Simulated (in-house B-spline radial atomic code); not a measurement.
## Two electrons outside the [Xe] 4f14 core: W V (W4+)

Computed with an all-electron radial atomic-structure program (B-spline basis): configuration interaction (CI) of the two valence electrons in the field of the frozen Dirac-Fock core, alone and with many-body perturbation theory for the core (screened one- and two-electron correlation potentials), Breit and QED terms; no-pair Dirac Hamiltonian, finite nucleus. Labels give the configuration (outer n counted up each series) and the leading LS term, or the jj pair where no LS term holds 70 %.

The lowest nd levels tend to come out too strongly bound in this method, by some 0.05 to 0.2 eV for each d electron where measurements exist, which shifts their lines and rates.

Command:
```bash
python run_mb.py task.json out
```
Settings (nuclear radius in fm, box in bohr, cutoff in hartree):
```
basis_form          3
Z                   74
core_configuration  [Xe] 4f14
rms_radius          5.3658
mass_number         184
speed_of_light      137.036
box_radius          15.0
lmax                6
intervals           63
virtual_cutoff      10952.0
```

Time taken, with all properties: 2.2 min on 1 thread of Arm Neoverse V2, with other jobs on the host.

Excitation energies (cm⁻¹):

```csv
level,purity of the LS term,CI alone,CI + MBPT + Breit + QED,Landé g of the LS mixture
5d2 3F2,0.905,0,0,0.70
5d2 3F3,0.999,5404,6168,1.08
5d2 3F4,0.918,10219,11492,1.23
5d2 3P0,0.942,?,?,?
"5d2 (3/2,5/2)2",0.571 (1D),13092,14209,1.15
5d2 3P1,0.999,16168,16778,1.50
5d2 1G4,0.917,?,?,?
"5d2 (5/2,5/2)2",0.645 (3P),21292,23072,1.32
5d2 1S0,0.942,40591,44939,-
5d6s 3D1,1.0,53682,60340,0.50
5d6s 3D2,0.887,55314,62142,1.15
5d6s 3D3,1.0,60961,68467,1.33
5d6s 1D2,0.887,67157,74986,1.02
"5d6p (3/2,1/2)°2",0.669 (3F),110445,120379,0.79
5d6p 3D°1,0.733,114542,123924,0.68
"5d6p (5/2,1/2)°2",0.512 (3D),120529,130550,1.19
"5d6p (5/2,1/2)°3",0.676 (3F),120503,131192,1.13
6s2 1S0,0.999,119996,132157,-
"5d6p (3/2,3/2)°2",0.384 (3D),124542,134993,0.99
"5d6p (3/2,3/2)°3",0.45 (3D),127889,138464,1.18
```

(1) Where does 5d2 1G4 lie?

(2) Where does 5d2 3P0 lie?

(3) What is the first ionisation energy?

Some electric-dipole lines (reduced elements in atomic units, length form; vacuum wavelengths from the computed energies):

```
           upper    lower  D bare (size)  D with core polarisation (size)  λ (nm)  A (s⁻¹)
5d6p (3/2,1/2)°2  5d2 3F2           1.59                             1.43  83.071  1.4e+09
5d6p (3/2,1/2)°2  5d2 3F3         0.0184                            0.019  87.558  2.2e+05
       5d6p 3D°1  5d2 3F2           1.63                             1.47  80.694  2.8e+09
5d6p (5/2,1/2)°2  5d2 3F2          0.453                             0.41  76.599  1.5e+08
5d6p (5/2,1/2)°2  5d2 3F3           1.47                             1.33  80.398  1.4e+09
5d6p (5/2,1/2)°3  5d2 3F2          0.402                            0.359  76.224  8.4e+07
5d6p (5/2,1/2)°3  5d2 3F3           1.66                              1.5  79.985  1.3e+09
5d6p (5/2,1/2)°3  5d2 3F4           1.13                             1.02  83.542  5.1e+08
5d6p (3/2,3/2)°2  5d2 3F2          0.133                            0.123  74.078  1.5e+07
5d6p (3/2,3/2)°2  5d2 3F3           1.57                             1.44  77.625  1.8e+09
```

Weak lines are less accurate than strong ones.

Answers

(1) 21861 cm⁻¹ in CI alone and 22741 cm⁻¹ with all corrections; g = 1.02.

(2) 13193 cm⁻¹ in CI alone and 13392 cm⁻¹ with all corrections.

(3) 51.473 eV to the 5d3/2 state of the next ion (49.506 eV from CI alone). NIST lists 51.6 ± 0.3 eV (semi-empirical).
